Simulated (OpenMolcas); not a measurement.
## Ag²⁺: effect of the active space

* Program: OpenMolcas
* Method: CASSCF or its RAS form
* Basis: ANO-RCC-VDZP
* Scalar Hamiltonian: DKH2, point nucleus
* Spin-orbit coupling: state interaction with AMFI integrals over the reference wave functions, term energies averaged over their components

A. 9 electrons in 6 orbitals (4d 5s); 2S+1 = 4 even, 10 roots; 2S+1 = 2 even, 29 roots; cost about 20 core-seconds
B. 9 electrons in 9 orbitals (RAS2 4d 5s; RAS3 5p, at most 2 electrons); 2S+1 = 2 even, 30 roots (29 in the spin-orbit step); 2S+1 = 4 even, 10 roots kept (CI in the orbitals of an earlier block); 2S+1 = 2 odd, 9 roots (0 in the spin-orbit step); 2S+1 = 4 odd, 5 roots kept (CI in the orbitals of an earlier block); cost roughly 4 core-minutes

Energies in cm⁻¹ above 4d⁹ ²D_5/2, the measured ground level; measured values from Moore, Atomic Energy Levels, vol. III, NSRDS-NBS 35 (1971 reprint of NBS Circular 467, 1958).

```json
{"Level": "4d⁹ ²D_5/2", "A": "0.0", "B": "0.0", "Measured": "0.0"}
{"Level": "4d⁹ ²D_3/2", "A": "4894", "B": "4899", "Measured": "4607"}
{"Level": "4d⁸ 5s ⁴F_9/2", "A": "58117", "B": "58556", "Measured": "63250"}
{"Level": "4d⁸ 5s ⁴F_7/2", "A": "60718", "B": "61065", "Measured": "65764"}
{"Level": "4d⁸ 5s ⁴F_5/2", "A": "63106", "B": "63460", "Measured": "68145"}
{"Level": "4d⁸ 5s ⁴F_3/2", "A": "64463", "B": "64786", "Measured": "69351"}
{"Level": "4d⁸ 5s ²F_7/2", "A": "67676", "B": "67365", "Measured": "71691"}
{"Level": "4d⁸ 5s ²F_5/2 [73 %]", "A": "70841", "B": "70545", "Measured": "73934"}
{"Level": "4d⁸ 5s ⁴P_5/2 [66 %]", "A": "74183", "B": "74256", "Measured": "76406"}
{"Level": "4d⁸ 5s ⁴P_1/2", "A": "78039", "B": "78234", "Measured": ""}
{"Level": "4d⁸ 5s ²D_5/2 [64 %]", "A": "80025", "B": "79905", "Measured": "82231"}
{"Level": "4d⁸ 5s ²G_9/2", "A": "84356", "B": "84238", "Measured": "85599"}
{"Level": "4d⁸ 5s ²G_7/2", "A": "84405", "B": "84282", "Measured": "85727"}
{"Level": "4d⁸ 5s ²P_3/2", "A": "84488", "B": "84067", "Measured": ""}
{"Level": "4d⁸ 5s ²P_1/2", "A": "85469", "B": "85019", "Measured": ""}
```

Deviations, from unrounded energies. A percentage is the sum of absolute deviations over the sum of measured energies, with the sign that they share, or ± where signs differ.

```csv
Against measurement,Levels,A,B
mean absolute deviation (cm-1),11,3100,3100
fine structure of the ground term (%),1,+6.2,+6.3
other configurations (%),10,-4.6,-4.5
```

A, B lie about equally close to measurement. The largest miss of B in the table is 4d⁸ 5s ⁴F_7/2, by -4700 cm-1. The ranking rests on the paired levels alone, and a cruder setting can come out closer through cancelling errors.

Between A and B the level of the table that moves most is 4d⁸ 5s ²P_1/2, by 450 cm-1 (lowest in B, highest in A).

Without dynamic correlation excited terms often stand tens of per cent too high (terms of higher spin than the ground term too low), and those without a measured partner can miss by more than the paired ones. Some levels mix across a computed gap that differs much from the measured one, so their mixing is not that of the real levels. A single d shell beside an s shell can misplace configurations of different d count against each other. Some high roots are left out of the spin-orbit mixing, which shifts the levels that they would mix with (holds for B). Terms from blocks run as CI alone lack orbitals of their own (holds for B). Computed and measured levels are paired by configuration, term and J; levels that our copy of the source lacks, or whose pairing is in doubt (as where it misses far off the trend of its configuration), stay unpaired and out of the deviations. Only configurations of the active space appear. The table leaves out levels that lie high or whose names do not pair safely across all columns.

A share in square brackets marks a mixed level and gives the weight of the term that names it, the lowest over the columns.
